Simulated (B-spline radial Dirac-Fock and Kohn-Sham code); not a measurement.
## What relativity does to the binding energies of Br⁸⁺

System: the Br⁸⁺ ion, [Ar] 3d9.

Both columns are ΔSCF binding energies of the configuration average from a radial finite-basis atomic code: non-relativistic Hartree-Fock with a point nucleus, and Dirac-Fock with a finite nucleus and the Coulomb interaction alone, averaged over the two j levels with weights 2j+1.

```tsv
shell	Hartree-Fock (eV)	Dirac-Fock (eV)	shift (eV)	shift (%)
1s	13444.6	13674.3	+229.68	+1.71
2s	1906.3	1958.8	+52.55	+2.76
2p	1723.7	1736.7	+13.01	+0.75
3s	407.9	417.6	+9.70	+2.38
3p	342.4	345.1	+2.69	+0.79
3d	228.0	226.8	-1.17	-0.51
```

Relativity binds 1s, 2s, 2p, 3s, 3p more strongly, among those listed most of all 2s in relative terms, and 3d more weakly, because the contracted s and p shells screen the nucleus better.

Values without a named source are computed, but for edge energies of neutral atoms, which are taken from tables.
